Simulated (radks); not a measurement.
Pr+, 58 electrons, occupied as [Xe] 4f3 6s1 (the NIST ground configuration).

All-electron calculation, Dirac Kohn-Sham, LB94 model potential, spin-unpolarised, spherical densities, finite nucleus; open shells fill j = l - 1/2 first; Fermi nuclear charge, rms radius 4.8919 fm. Program: a radial shooting solver on a logarithmic mesh with Libxc functionals.

Energy parts (eV):
| part | energy |
|---|---|
| kinetic | 271310.78 |
| electron-nucleus | -614512.49 |
| Hartree | 97624.51 |
(The LB94 potential has no energy functional, so no total or exchange-correlation energy is given.)

Orbitals (lengths in bohr, moments of r in powers of bohr; r(max) is where P^2 peaks):
orbital  occ.  eigenvalue (eV)      <r>   r(max)      <r^4>
1s1/2       2        -41956.87  0.02406  0.01541  1.635e-06
2s1/2       2        -6769.828   0.1024  0.08732  0.0002666
2p1/2       2        -6406.121  0.08581  0.06637  0.0001668
2p3/2       4        -5919.189  0.09213  0.07176  0.0002098
3s1/2       2        -1475.843   0.2716   0.2494    0.01075
3p1/2       2        -1319.224   0.2612   0.2361   0.009944
3p3/2       4        -1223.120   0.2734   0.2477    0.01180
3d3/2       4        -948.2065   0.2445   0.1983   0.008917
3d5/2       6        -927.3878   0.2483   0.2017   0.009407
4s1/2       2        -299.8802   0.6234   0.5794     0.2805
4p1/2       2        -241.6163   0.6409   0.5878     0.3274
4p3/2       4        -221.0260   0.6695   0.6134     0.3884
4d3/2       4        -125.0663   0.7214   0.6328     0.5941
4d5/2       6        -121.4278   0.7316   0.6413     0.6279
4f5/2       3         -13.6928    1.087   0.6912      7.595
4f7/2       0         -13.3145    1.102   0.6967      8.139
5s1/2       2         -50.0495    1.498    1.342      9.505
5p1/2       2         -34.3174    1.693    1.478      16.29
5p3/2       4         -31.3887    1.784    1.556      20.05
6s1/2       1         -11.8252    3.784    3.372      380.5

The highest occupied level is 6s1/2 at -11.825 eV. The configuration is held as typed, so some empty levels lie below it. The density falls to 0.001 e/bohr^3 at r = 4.51 bohr. Summed over all electrons, <r^2> = 58.32 bohr^2, which gives a Langevin (diamagnetic) susceptibility term of -46.2 x 10^-6 cm^3/mol.
